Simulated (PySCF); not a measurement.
Harmonic spectrum computed at PBE0 in the def2-TZVP basis family (core potentials from Rb on, PySCF, no spin–orbit coupling):

```
symmetry  ω (cm⁻¹)  IR (km/mol, summed over degenerate members)
      e'       145                                         10.2
    a2''       150                                          4.6
     a1'       437                                          0.0
      e'       549                                          142
```

Which molecule gave it? In each, all ligands are bound to the one heavy central atom.
A. GeCl₃⁺ (singlet)
B. TiCl₃⁺ (singlet)
C. RuCl₃⁺ (triplet)
D. ZrCl₃⁺ (singlet)

A. It has D3h symmetry with Ge–Cl 2.045 Å (×3).
